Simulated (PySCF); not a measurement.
# Magnetisability: `CC1(C(=O)Cl)CCCC1`, C7H11ClO

Cartesian coordinates in Å; atom numbers follow the order of the lines, from 1:
```xyz
20

C    -1.6405   -0.8827   -0.7248
C    -0.6253   -0.0675    0.0820
C    -1.3645    0.7006    1.1467
O    -1.2405    0.6458    2.3231
Cl   -2.5757    1.8162    0.4790
C     0.4495   -0.9664    0.7409
C     1.7945   -0.5226    0.1593
C     1.5639    0.9389   -0.2091
C     0.1656    0.9123   -0.8158
H    -1.1135   -1.4922   -1.4549
H    -2.3311   -0.2276   -1.2491
H    -2.2099   -1.5394   -0.0702
H     0.4382   -0.8166    1.8203
H     0.2515   -2.0191    0.5472
H     2.0260   -1.0951   -0.7405
H     2.6109   -0.6546    0.8667
H     1.5720    1.5569    0.6899
H     2.3105    1.3226   -0.9024
H     0.2096    0.5050   -1.8267
H    -0.2962    1.8962   -0.8647
```

The calculation used GIAO HF/pcSseg-1 magnetisability, rotational g tensor and spin-rotation constants, non-relativistic, gas phase in PySCF. Geometry: GFN2-xTB.

Question: What are the magnetisability and the molar susceptibility?

Answer: Isotropic -1632 × 10⁻³⁰ J/T², or -98.3 × 10⁻⁶ cm³/mol; principal values -1743, -1632, -1521 × 10⁻³⁰ J/T², anisotropy 192 × 10⁻³⁰ J/T² (root of half the summed squared differences of the principal values). The susceptibility is in cgs units.

Question: Split it along the inertial axes a, b, c into diamagnetic and paramagnetic parts about the centre of mass, with the quadrupole moment.

Answer: 
```tsv
axis	χ (10⁻⁶ cm³/mol)	diamagnetic (10⁻⁶ cm³/mol)	paramagnetic (10⁻⁶ cm³/mol)	summed x² of all electrons (Å²)	quadrupole Θ (D Å)
a	-99.7	-672.4	572.8	233.8	-1.47
b	-91.9	-1324.1	1232.2	80.2	-3.51
c	-103.3	-1332.5	1229.2	78.3	+4.98
```
Anisotropies 2χaa − χbb − χcc = -4.2 and 2χbb − χaa − χcc = +19.2 × 10⁻⁶ cm³/mol. Θ is traceless in Buckingham's convention.

Question: And the rotational g tensor?

Answer: 
```tsv
axis	rotational constant (GHz)	g	nuclear part	electronic part
a	2.2952	-0.0147	0.6029	-0.6176
b	0.9887	-0.0094	0.5629	-0.5723
c	0.9688	-0.0063	0.5532	-0.5595
```
Asymmetric top; isotopes 12C, 35Cl, 1H, 16O; no vibrational averaging.
